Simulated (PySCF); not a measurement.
```xyz
7
charge 0 multiplicity 3, angstrom
Re    0.0000    0.0000   -0.0105
O     0.0000    1.8582   -0.0086
O    -1.6093   -0.9291   -0.0086
O     1.6093   -0.9291   -0.0086
H     0.0000    2.2851    0.8625
H    -1.9789   -1.1425    0.8625
H     1.9789   -1.1425    0.8625
```

Computed with UPBE0/[Re def2-SVP with ECP60, O def2-SVP, H def2-SVP], scalar-relativistic core potentials, density fitting, no spin–orbit coupling, PySCF.

This geometry of Re(OH)₃ is a stationary point at this level.

Question: What is the point group?

Answer: C3v.

Question: Is it a minimum?

Answer: Yes: all harmonic wavenumbers are real.

Question: What are the dipole moment and the gap between the highest occupied and lowest empty levels of either spin?

Answer: 3.61 D and 3.69 eV.

Question: What is the atomisation energy, with and without zero-point energy?

Answer: 2449 kJ/mol without, 2343 kJ/mol with.

Only a few start shapes were tried, so a lower isomer may exist. Other spin states or occupations of the open shell can lie lower. Spin–orbit coupling, left out here, can matter for elements this heavy.
